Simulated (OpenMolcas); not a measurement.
Co4+ in a point-charge field

Co4+ among 6 point charges of -2.2 e arranged as an octahedron (Oh), 1.86 Å from the ion.
```
   1.8600    0.0000    0.0000  -2.20
   0.0000    1.8600    0.0000  -2.20
  -1.8600    0.0000    0.0000  -2.20
   0.0000   -1.8600    0.0000  -2.20
   0.0000    0.0000    1.8600  -2.20
   0.0000    0.0000   -1.8600  -2.20
```

```yaml
Program: OpenMolcas 26.06
Method: "SS-CASPT2, IPEA 0.25 Eh, imaginary shift 0.1 Eh (closed shells correlated: 3s 3p)"
Basis: ANO-RCC-VDZP [5s4p2d1f]
Scalar_Hamiltonian: DKH2, point nucleus
Active_space: 5 electrons in 5 orbitals (3d)
State_averaging: 2S+1 = 6 even, 1 root; 2S+1 = 4 even, 24 roots; 2S+1 = 2 even, 75 roots
Spin-orbit_coupling: state interaction with AMFI integrals over the reference wave functions
```

The lowest spin-free states (labels of O, the rotations of Oh), above the lowest:

| State | Degeneracy | E (cm-1) | Free-ion L (%) |
| --- | --- | --- | --- |
| 6A1 | 1 | 0 | S (100) |
| 4T1 | 3 | 38860 | G (87) |
| 4T2 | 3 | 39730 | G (99) |
| 4E | 2 | 40060 | G (100) |
| 4A1 | 1 | 40280 | G (100) |
| 4T1 | 3 | 46030 | P (87) |
| 4T2 | 3 | 47460 | D (98) |
| 4E | 2 | 48050 | D (100) |
| 2T2 | 3 | 56850 | I (87) |
| 2A2 | 1 | 57240 | I (92) |
| 2T2 | 3 | 57640 | I (96) |
| 2T1 | 3 | 57720 | I (94) |
| 2E | 2 | 58180 | I (99) |
| 2A1 | 1 | 58630 | I (100) |
| 2T2 | 3 | 60150 | D (60) |
| 2E | 2 | 61430 | D (90) |
| 2T1 | 3 | 63410 | F (91) |
| 4T1 | 3 | 64960 | F (100) |
| 2A2 | 1 | 65020 | F (92) |
| 2T2 | 3 | 65410 | F (52) |

The lowest levels with spin-orbit coupling:

| E (cm-1) | Degeneracy | Label | 2S+1 | g |
| --- | --- | --- | --- | --- |
| 0 | 6 |  | 6 |  |
| 38780 | 2 | Γ7 | 4 | 2.25 2.25 2.25 |
| 38810 | 4 | Γ8 | 4 |  |
| 38850 | 4 | Γ8 | 4 |  |
| 38920 | 2 | Γ6 | 4 | 2.87 2.87 2.87 |
| 39600 | 2 | Γ7 | 4 | 1.71 1.71 1.71 |
| 39690 | 4 | Γ8 | 4 |  |
| 39780 | 2 | Γ6 | 4 | 4.09 4.09 4.09 |
| 39790 | 4 | Γ8 | 4 |  |
| 40050 | 2 | Γ7 | 4 | 2.17 2.17 2.17 |
| 40060 | 4 | Γ8 | 4 |  |
| 40070 | 2 | Γ6 | 4 | 1.48 1.48 1.48 |
| 40270 | 4 | Γ8 | 4 |  |
| 45470 | 4 | Γ8 | 4 |  |
| 45590 | 2 | Γ7 | 4 | 2.53 2.53 2.53 |
| 45690 | 4 | Γ8 | 4 |  |
| 45940 | 2 | Γ6 | 4 | 2.49 2.49 2.49 |
| 47380 | 2 | Γ6 | 4 | 2.09 2.09 2.09 |
| 47570 | 4 | Γ8 | 4 |  |
| 47690 | 2 | Γ7 | 4 | 4.35 4.35 4.35 |

Powder χT (cm3 K/mol): 4.38 at 2 K, 4.38 at 10 K, 4.38 at 50 K, 4.38 at 100 K, 4.38 at 200 K, 4.38 at 300 K. The effective moment at 300 K is 2.828 √(χT) = 5.92 μB.

The lowest level has 2S+1 = 6, for which the spin-only value is χT = S(S+1) / 2 = 4.375 cm3 K/mol (g = 2). The computed 4.385 at 300 K differs by +0.010, little more than the free-electron g of 2.0023 accounts for.

Roots that are degenerate in the reference are averaged as groups; the widest CASPT2 spread within a group is 180 cm-1 (the 3-fold group of multiplicity 4 near 46000 cm-1 above the lowest state of its run). Shifts and gaps below about the spread of the groups concerned are not significant. Point charges give a weaker field than real ligands, and real ions of this kind are often low spin; the high spin found here belongs to the model. Free-ion shares, where given, are those of the reference states; single-state CASPT2 does not remix them. This is an electrostatic model: the charges have no orbitals. No measured value stands beside these numbers.
